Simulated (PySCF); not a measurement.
C3H5O, SMILES CC[C]=O, multiplicity 2. Atoms are numbered in the order given.

```xyz
9

C     -1.7472    -0.1113    -0.1964
C     -0.2821    -0.4376    -0.4497
C      0.6875     0.4912     0.2465
O      1.8108     0.2795     0.5602
H     -2.4006    -0.7876    -0.7668
H     -1.9990    -0.2172     0.8699
H     -1.9773     0.9229    -0.4937
H     -0.0204    -1.4754    -0.1695
H     -0.0377    -0.3329    -1.5242
```
Charge 0, spin multiplicity 2.

Coordinates come from a r2SCAN-D4/def2-SVP optimisation. The isomer is the one that the SMILES or the coordinates give; other isomers of the formula were not compared. One conformer was computed; it need not be the lowest.

All values below come from PBE0/pcH-1 run with PySCF.

Unrestricted Kohn–Sham, ⟨S²⟩ = 0.753. Hyperfine tensors hold the contact and dipolar terms, without spin-orbit corrections.

Question: Estimate the hyperfine couplings. (An estimate is asked for; the answer gives what the named calculation found.)

Answer: 
```
nucleus    A(iso) (MHz)  A(iso) (G)  dipolar principal values (MHz)
---------  ------------  ----------  ------------------------------
13C no. 1           4.5         1.6                 -1.0, -0.8, 1.9
13C no. 2         154.5        55.1              -15.6, -14.1, 29.7
13C no. 3         339.5       121.2              -50.2, -45.9, 96.1
17O no. 4         -38.1       -13.6              -107.0, 48.8, 58.2
1H no. 5           -1.1        -0.4                 -2.1, -1.4, 3.5
1H no. 6            0.3         0.1                 -3.4, -2.3, 5.6
1H no. 7           -0.4        -0.1                 -3.8, -2.7, 6.5
1H no. 8           31.6        11.3                -9.0, -1.9, 10.9
1H no. 9           -8.7        -3.1                -9.0, -4.5, 13.5
```

Question: And the g tensor (effective nuclear charges for spin-orbit coupling, GIAO)? (An estimate is asked for; the answer gives what the named calculation found.)

Answer: principal values 1.9943, 2.0020, 2.0046; isotropic 2.0003.
